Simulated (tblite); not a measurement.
Here is a computed GFN2-xTB geometry (Å):
```
atom  x, y, z in Å
S1    -2.4984   -1.7651   -1.0391
C2    -1.3156   -0.7908   -0.0371
C3    -0.5464    0.2056   -0.8878
Si4    0.5299    1.4131    0.1127
C5     1.8269    0.4021    1.1260
Cl6    2.6110   -0.7945    0.0719
Cl7    1.0411   -0.4249    2.4912
H8    -1.5815   -2.3368   -1.8177
H9    -1.9359   -0.2895    0.7047
H10   -0.6535   -1.4918    0.4675
H11   -1.2570    0.7834   -1.4817
H12    0.0788   -0.3411   -1.5980
H13    1.3096    2.2641   -0.7863
H14   -0.2402    2.1703    1.0981
H15    2.6269    1.0037    1.5537
```

Neutral, closed shell.

(1) Read off the bonds between heavy atoms and their formal orders.

(2) Which species is it?

(3) Name the point group.

(4) Classify the heavy atoms.

(5) What is the arrangement about S1?

(6) What is the arrangement about C2?

Answers

(1) S1–C2 1.83 Å (single); C2–C3 1.52 Å (single); C3–Si4 1.90 Å (single); Si4–C5 1.93 Å (single); C5–Cl6 1.78 Å (single); C5–Cl7 1.78 Å (single). Bonds to hydrogen (Å): S1–H8 1.33; C2–H9 1.09; C2–H10 1.09; C3–H11 1.09; C3–H12 1.09; Si4–H13 1.46; Si4–H14 1.46; C5–H15 1.09.

(2) `SCC[SiH2]C(Cl)Cl`, C3H8Cl2SSi. Among its features: thiol, C–Cl bond, Si–H bond and C–Si bond.

(3) C1 (no symmetry element, even within 0.4 Å).

(4) S1: thiol sulfur; C2: sp3 carbon bound to sulfur; C3: sp3 carbon bound to silicon; Si4: SiH2 silicon; C5: CHCl2 carbon; Cl6/Cl7: alkyl chlorine.

(5) It has 2 neighbours (C2, H8) and is bent (angle 95.9°).

(6) It has 4 neighbours (S1, C3, H9, H10) and is distorted tetrahedral (angles from 104.5° to 112.0°).
